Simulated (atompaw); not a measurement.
Si (Z = 14): one change to a PAW (atompaw) potential, before and after

| Property | Result |
| --- | --- |
| Element | silicon |
| Generator | atompaw 4.2.0.5 |
| Type | PAW |
| Functional | PBE |
| Relativity | non-relativistic |
| Frozen core | [Ne] |
| Valence charge | 4 |
| Reference configuration | 3s2 3p1 (charge +1) |
| Partial waves | 3s (bound): rc 1.50 bohr; 3s channel at -0.7 Ry: rc 1.50 bohr; 3p (bound): rc 1.50 bohr; 3p channel at -0.4 Ry: rc 1.50 bohr |
| Local potential | ultrasoft scheme with l = 2 at 1 Ry, radius 1.15 bohr |
| Core correction | smooth core density matched at 1.10 bohr |
| Augmentation charge | sinc compensation charge, radius 1.40 bohr; PAW radius 1.50 bohr; waves and projectors: custom polynom2 7 10 vanderbiltortho |

All-electron outer shells of the reference configuration (PBE, non-relativistic, ld1.x):

| shell | level (eV) | outermost node (bohr) | outermost maximum (bohr) |
| --- | --- | --- | --- |
| 3s | -18.99 | 0.72 | 1.75 |
| 3p | -11.67 | 0.71 | 2.04 |

Change: wave 3p (bound): rc 1.50 bohr becomes 3p (bound): rc 1.40 bohr.

Cutoffs: the cutoffs (Ry, on a coarse ladder) from which the occupation-weighted sum of valence levels, in a spherical-Bessel basis at the reference potential, stays within 10 and 1 mRy of its value at 400 Ry; they do not see the model core or the augmentation charge, which bear on the density cutoff.

Q: What does the change do?

A: The potential gets neither clearly harder nor softer (18 Ry and 21 Ry → 18 Ry and 21 Ry); the bound ghosts move from p, s to s; the range in which the p phases agree narrows (upper end at the end of the scan → 3.8).

| quantity | base | changed |
| --- | --- | --- |
| cutoff, loose | 18 Ry | 18 Ry |
| cutoff, tight | 21 Ry | 21 Ry |
| bound ghosts | s, p | s |
| s: phases at 1.51 bohr within 0.05 rad from the reference energy up to (Ry; the scan ends near 5) | to the end of the scan | to the end of the scan |
| p: phases at 1.51 bohr within 0.05 rad from the reference energy up to (Ry; the scan ends near 5) | to the end of the scan | 3.8 |
| lowest overlap eigenvalue by channel | s 0.25, p 0.66 | s 0.25, p 0.25 |

 A true bound ghost makes a file unfit for plane-wave use even where its test errors are small: the radial tests pick states by their node count and pass the ghost by. The cutoffs see the waves, projectors and local potential, not the compensation charge or the core.
